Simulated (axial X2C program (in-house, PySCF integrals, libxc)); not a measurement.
**Correcting the dissociation energy of InSn for spin–orbit coupling**

A spin-free CCSD(T) curve (one-electron X2C) was computed with an in-house relativistic program for diatomic molecules, basis Sn dyall-cv3z [11s12p9d4f1g], In dyall-cv3z [11s12p9d4f1g] (cores contracted in-house), for the state M_S = 3/2, Λ = 0 (beyond evenly filled blocks: σα, π+α, π-α). It gives D0 = 1.849 eV to Sn + In, which in a spin-free picture are the weighted means of the ground terms.

Correlated methods: 7 electrons correlated (number of frozen shells: Sn 4 s, 3 p, 2 d; In 4 s, 3 p, 2 d), 321 virtual spin orbitals or spinors in MP2, 89 natural virtuals in coupled cluster.

Measured levels of the ground terms (NIST Handbook of Basic Atomic Spectroscopic Data), in cm⁻¹: Sn 3P: J = 0 at 0, J = 1 at 1691.8, J = 2 at 3427.7; In 2P: J = 1/2 at 0, J = 3/2 at 2212.6.

The molecular state has Λ = 0, so it has no first-order lowering.

(1) How far does each ground level lie under the (2J+1)-weighted mean of its term?

(2) Correct D0.

Second-order spin–orbit effects in the molecule, which grow quickly with Z, are left out. The state is one determinant whose occupation by symmetry is held fixed; it was picked as the lowest of a PBE0 search that is not exhaustive. De is counted from the lowest determinant-based energies of the atoms at the same level, without counterpoise correction. CCSD and (T) use frozen natural virtuals with an MP2 correction for the truncation; (T) itself is uncorrected, so its De runs slightly low. PBE0 can misorder states that lie within some tenths of an eV, so this need not be the ground state of the molecule. The nearest other spin-free determinant of the search, M_S = 1/2, Λ = 0, lies 0.35 eV up at the distance of the search. With the outer-core shells frozen, correlated bond lengths of heavy atoms tend to come out a few hundredths of an ångström too long.

Results:

(1) Sn: (1 × 0 + 3 × 1691.8 + 5 × 3427.7)/9 = 2468 cm⁻¹; In: (2 × 0 + 4 × 2212.6)/6 = 1475 cm⁻¹.

(2) D0 = 1.849 + (0 − 3943)/8065.5 = 1.360 eV at CCSD(T) with these spin–orbit terms.
